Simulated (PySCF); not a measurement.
A run for PySCF: R-B3LYP/6-31G* on H5NS (a complex), monomers drawn apart or pushed together.

```python
from pyscf import gto, scf, dft, mp
from pyscf.data.elements import chemcore

mol = gto.M(
    atom='''
    N     0.00620493    0.16351925    0.32505388
    H    -0.77720639   -0.46070694    0.17008968
    H    -0.19302844    1.03169110   -0.15879122
    H     0.82113218   -0.25261076   -0.11110566
    S     0.62766669    0.77418568    3.50106050
    H    -0.34359242   -0.03565789    3.95100319
    H     0.34954824    0.50487610    2.19968872
    ''',
    basis='6-31g*',
    cart=True,
    charge=0, spin=0, verbose=3, max_memory=1800)
mf = dft.RKS(mol, xc='b3lyp')
mf.conv_tol = 1e-8
mf.max_cycle = 100
mf.kernel()
if not mf.converged:
    mf = mf.newton().run(mf.mo_coeff, mf.mo_occ)
```

Output:

```
converged SCF energy = -455.941834380163
```

Self-consistency was reached.

Cost: roughly 1.5 core-seconds.
